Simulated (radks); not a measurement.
The numbers below are computed, except where a source is named.
Q: Species: the gallium ion Ga4+. Configuration: [Ar] 3d9. Code: a radial shooting solver on a logarithmic mesh with Libxc functionals. Model: Dirac Kohn-Sham, revPBE, spin-unpolarised, spherical densities, point nucleus; open shells are shared between the two j in proportion to 2j + 1. Some entries of the table are withheld. Estimate them.

orbital  occ.  eigenvalue (hartree)  r(max) (bohr)  <1/r> (bohr^-1)
1s1/2       2             -378.0542        0.03178            31.31
2s1/2       2             -48.56376            (1)            6.886
2p1/2       2             -43.23266         0.1445            6.844
2p3/2       4             -42.21645         0.1474            6.669
3s1/2       2              -7.57111         0.5633            2.207
3p1/2       2              -5.84106         0.5596              (2)
3p3/2       4              -5.70504         0.5677              (3)
3d3/2     3.6              -2.78925            (4)              (5)
3d5/2     5.4              -2.77057            (6)              (7)

A: 
(1) 2s1/2 r(max) (bohr): 0.1825
(2) 3p1/2 <1/r> (bohr^-1): 2.083
(3) 3p3/2 <1/r> (bohr^-1): 2.042
(4) 3d3/2 r(max) (bohr): 0.5243
(5) 3d3/2 <1/r> (bohr^-1): 1.742
(6) 3d5/2 r(max) (bohr): 0.5270
(7) 3d5/2 <1/r> (bohr^-1): 1.731
